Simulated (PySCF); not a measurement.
Molecule: C4H2ISe, charge 0, multiplicity 2. It need not be the lowest isomer of its formula. 
Structure (B3LYP-D3(BJ)/def2-TZVP (Ansatz) minimum search):
```
C
C 1 1.3580
H 2 1.0775 1 127.97
C 1 1.4095 2 113.19 3 -180.00
C 4 1.3307 1 120.44 2 0.00
H 5 1.0763 4 131.57 1 -180.00
Se 2 1.8775 3 120.84 1 -180.00
I 1 2.0947 2 124.33 3 0.00
```
Charge 0, spin multiplicity 2.

Dispersion corrections to the total energy (kcal/mol) from the dftd3 and dftd4 libraries through PySCF: D3(BJ) without and D4 with the three-body term, each with the damping fitted for the functional named.

```csv
functional,D3(BJ),D4
revPBE,-16.46,-20.59
PW6B95,-4.30,(withheld)
BP86,-12.54,-10.29
PBE0,-6.22,-6.24
CAM-B3LYP,-6.24,-6.46
TPSS,(withheld),-9.92
B3LYP,(withheld),-12.06
```

Task: What belongs in the gaps?

Result: 
- PW6B95, D4: -6.18
- TPSS, D3(BJ): -8.96
- B3LYP, D3(BJ): -12.94
